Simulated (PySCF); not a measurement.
# Assignment exercise: C7H10Si2

Structure with atom numbers: `[CH:1]#[C:2][Si@H:3]1[CH:4]=[CH:5][Si@@H:6]([CH3:7])[CH:8]=[CH:9]1`. Each H is labelled by its parent atom.

How the numbers were obtained: geometry: PBE0-D3(BJ)/def2-SVP, PBE0/pcSseg-1 with gauge-including orbitals, in PySCF (averaged over atoms made equivalent by symmetry, fast rotation or ring inversion, no solvent model, non-relativistic, a single conformation).

Scale: TMS for 13C, 1H (reference shieldings calculated alike).

(1) Assign these signals to the numbered atoms. 13C{1H} NMR (computed): δ 158.8, 153.2, 103.8, 86.7, -3.1.

(2) Assign these signals to the numbered atoms. 1H NMR (600 MHz, computed): δ 7.25 (m, 2H), 7.13 (m, 2H), 4.72 (m, 1H), 4.55 (m, 1H), 2.31 (d, 1H), 0.29 (d, 3H).

## Answers

(1) 
```tsv
δ (ppm)	atoms	environment	reason
158.8	C5/C8	alkene CH	an sp2 carbon of a C=C bond
153.2	C4/C9	alkene CH	–
103.8	C1	terminal alkyne carbon	the triple bond shields along its axis, which puts it between sp3 and sp2 carbons
86.7	C2	alkyne carbon	sp carbons lie upfield of alkene carbons because the cylindrical π system leaves one tensor component strongly shielded
-3.1	C7	methyl carbon bonded to Si	an electropositive neighbour leaves it electron-rich and shielded
```

(2) 
7.25 → H(C5)/H(C8), hydrogen on an alkene CH: attached to an sp2 carbon and in the plane of the double bond
7.13 → H(C4)/H(C9), hydrogen on an alkene CH
4.72 → H(Si3), hydrogen on a silicon bonded to 3 C, in a 6-membered ring
4.55 → H(Si6), hydrogen on a silicon bonded to 3 C, in a 6-membered ring
2.31 → H(C1), hydrogen on a terminal alkyne carbon: it lies on the axis of the triple bond, in its shielding cone
0.29 → H(C7), hydrogen on a methyl carbon bonded to Si: an electropositive neighbour shields it, as in TMS itself

H(C5)/H(C8) and H(C4)/H(C9) lie closer than the usual error of such a calculation, so a measured spectrum could show them in the other order.

Shifts are as computed. Against solution values, carbons near 30 ppm lie about +2 ppm off and those near 130 ppm about +5 ppm. Of 1211 compounds with measured shifts, 218 miss one by over three times the rms of a fit or turn the order of signals round; such compounds aren't used in these exercises. No couplings were computed; multiplicities are counted from neighbouring protons, with m where these are inequivalent, close in shift, in a saturated or five-membered ring or joined by F or P, and br s for small geminal =CH2 splittings.
